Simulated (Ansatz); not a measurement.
Stepwise reaction of orthosilicic acid with hydrogen fluoride, as a gas-phase model of exchange steps in deposition or etching. ΔE in kJ/mol; ΔG adds harmonic PBE0-D4 terms to CCSD(T)/CBS, at 1 bar.

Calculated with Ansatz (gas phase, PBE0-D4/def2-TZVP geometries, no zero-point term in ΔE). CCSD(T)/CBS adds triple-zeta CCSD(T) − MP2 to the extrapolated MP2 energy (def2 sets, frozen cores). This one scheme is used for every species. DFT in def2-TZVPP. B3LYP here is the variant with VWN-RPA as its local correlation; programs differ in this. Each species was taken in one conformer, which may not be the lowest.

| step | reaction | PBE-D4 | B3LYP-D4 | ωB97M-V | CCSD(T)/CBS | ΔG(600 K) |
| --- | --- | --- | --- | --- | --- | --- |
| 1 | `O[Si](O)(O)O` + H–F → `O[Si](O)(O)F` + H₂O | -37.5 | -40.2 | -39.6 | -39.4 | -46.1 |
| 2 | `O[Si](O)(O)F` + H–F → `O[Si](O)(F)F` + H₂O | -36.5 | -38.2 | -38.2 | -38.6 | -41.3 |
| 4 | `O[Si](F)(F)F` + H–F → `F[Si](F)(F)F` + H₂O | -30.0 | -31.4 | -31.5 | -32.7 | -19.3 |

**Question.** Give the row of step 3, `O[Si](O)(F)F` + H–F → `O[Si](F)(F)F` + H₂O. (Best estimate.)

**Answer.** Ansatz gave: 
| step | reaction | PBE-D4 | B3LYP-D4 | ωB97M-V | CCSD(T)/CBS | ΔG(600 K) |
| --- | --- | --- | --- | --- | --- | --- |
| 3 | `O[Si](O)(F)F` + H–F → `O[Si](F)(F)F` + H₂O | -33.9 | -35.8 | -35.7 | -36.6 | -40.5 |

**Question.** By hand: ΔE of the 4 steps together at CCSD(T)/CBS.

**Answer.** (-39.4) + (-38.6) + (-36.6) + (-32.7) = -147.3 kJ/mol, or -36.8 kJ/mol a step.

In ΔE step 1 is the lowest and step 4 the highest. All are downhill at CCSD(T)/CBS. ΔG lies between -46.1 and -19.3 kJ/mol a step. PBE-D4 differs from CCSD(T)/CBS by 1.9 to 2.7 kJ/mol a step. Isolated molecules leave out the surface, adducts and barriers. Largest T1 diagnostic: 0.011.
